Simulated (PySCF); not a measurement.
# How exact exchange moves a shielding

Molecule: `InChI=1S/C2H6B2ClF/c1-3-2-4(5)6/h3H,2H2,1H3`.

Bonds (- single, = double, # triple, : aromatic): C1-B2 1.560 Å, B2-C3 1.573 Å, C3-B4 1.555 Å, B4-F5 1.320 Å, B4-Cl6 1.763 Å. C1 carries H7, H8, H9; B2 carries H10; C3 carries H11, H12.

GIAO shieldings (ppm, equivalent atoms averaged) in PySCF on the PBE0-D3(BJ)/def2-SVP geometry, basis pcSseg-1, gas phase, non-relativistic:

```tsv
functional	exact exchange (%)	σ(C3)	σ(C1)	σ(B2)	σ(B4)
BLYP	0	132.0	156.1	4.6	48.5
BP86	0	135.4	160.0	8.8	52.9
PBE	0	135.2	160.0	7.2	52.4
B3LYP	20	138.1	160.8	9.2	51.9
mPW1PW91	25	142.4	165.0	13.8	56.3
BHandHLYP	50	146.2	166.7	16.5	57.4
HF	100	158.7	175.4	31.9	68.9
```

(1) Fit each shielding as a line in the percentage of exact exchange.

(2) What does the line predict for PBE0 (25 %), and what does the run give?

Results:

(1) σ(C3) = 134.3 + 0.24 x (rms 1.3 ppm); σ(C1) = 158.8 + 0.17 x (rms 1.5 ppm); σ(B2) = 6.3 + 0.24 x (rms 1.7 ppm); σ(B4) = 50.7 + 0.17 x (rms 1.8 ppm). The functionals also differ in their semilocal parts, which the line can't hold; Hartree–Fock has no correlation at all.

(2) σ(C3): 140.3 predicted, 142.8 computed; σ(C1): 163.1 predicted, 165.6 computed; σ(B2): 12.3 predicted, 13.2 computed; σ(B4): 55.0 predicted, 56.4 computed ppm.
